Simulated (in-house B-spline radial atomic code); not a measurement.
A radial electron density 4πr²n(r) was computed for an atom or ion in its tabulated ground configuration with a B-spline radial code for spherical atoms; method: non-relativistic Hartree-Fock, average of configuration. Columns: r (bohr), 4πr²n(r) (electrons per bohr), bar.

```
 0.00119    1.216 #
 0.00138    1.605 #
  0.0016    2.113 ##
 0.00186    2.785 ##
 0.00215    3.619 ###
  0.0025    4.731 ####
 0.00291    6.163 #####
 0.00337    7.908 ######
 0.00392    10.15 ########
 0.00455    12.87 ##########
 0.00528    16.16 ############
 0.00613    20.08 ###############
 0.00712    24.65 ###################
 0.00827    29.79 #######################
  0.0096    35.35 ###########################
  0.0111    40.97 ###############################
  0.0129    46.65 ###################################
   0.015    51.73 #######################################
  0.0174     55.6 ##########################################
  0.0203    57.89 ############################################
  0.0235    58.08 ############################################
  0.0273    56.24 ###########################################
  0.0317    52.79 ########################################
  0.0368    48.69 #####################################
  0.0428    45.22 ##################################
  0.0496    43.81 #################################
  0.0576    45.21 ##################################
  0.0669     49.2 #####################################
  0.0777    54.25 #########################################
  0.0902    57.86 ############################################
   0.105    57.47 ############################################
   0.122    51.68 #######################################
   0.141    41.61 ################################
   0.164    28.85 ######################
    0.19    17.24 #############
   0.221    8.428 ######
   0.257    3.315 ###
   0.298    1.039 #
   0.346   0.2426 
   0.402  0.04034 
   0.467  0.00457
```

Question: Which atom or ion is it?
A. Pd39+
B. Cd40+
C. Cd39+
D. In39+

Answer: C. The area under the curve, ∫4πr²n dr = ∫r·4πr²n d(ln r) on this logarithmic grid, is 9 electrons, which only this option has. The configuration is [He] 2s2 2p5.
